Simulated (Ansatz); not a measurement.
Relaxation of C2H3AlO (7 atoms, charge 0, multiplicity 1), to a largest force component of 0.02 eV/Å in at most 40 steps.

Level of theory: Ansatz 0.2.0, RKS r2SCAN-D4/STO-3G.

```xyz
7
Properties=species:S:1:pos:R:3:forces:R:3
C -0.879 0.466 -0.489 0.54 0.96 1.36
C -0.071 0.537 0.563 0.91 3.20 5.18
Al 0.877 -0.913 0.020 3.30 -1.77 1.62
O -0.290 -0.621 -1.165 -2.82 -2.81 -6.74
H -1.761 1.140 -0.776 1.08 -1.46 -0.39
H 0.024 1.202 1.425 -0.93 0.62 -0.19
H 2.162 -1.879 0.376 -2.08 1.26 -0.85
```

Problem. Where does it end, and by what steps?

Solution. The run converged. Limits of this set-up: minimal basis. After 8 steps the energy has fallen by 1.441 eV; H6 moved furthest, 0.24 Å.

```
step  energy less start (eV)  largest force component (eV/Å)  accepted
   0                  0.0000                           6.741       yes
   1                 -1.2754                           1.428       yes
   2                 -1.3167                           0.979       yes
   3                 -1.4042                           1.005       yes
   4                 -1.4255                           0.605       yes
   5                 -1.4363                           0.321       yes
   6                 -1.4402                           0.103       yes
   7                 -1.4400                           0.107        no
   8                 -1.4405                           0.009       yes
```

```xyz
7
Properties=species:S:1:pos:R:3
C -0.756 0.427 -0.417
C -0.002 0.598 0.705
Al 0.911 -0.883 0.048
O -0.325 -0.681 -1.222
H -1.629 0.993 -0.801
H -0.148 1.373 1.458
H 2.011 -1.896 0.184
```

Whether the end is a true minimum wasn't checked by a vibrational analysis.

The run took 13 s on 1 thread of Arm Neoverse V2, with other jobs on the host, peak memory 0.11 GiB.
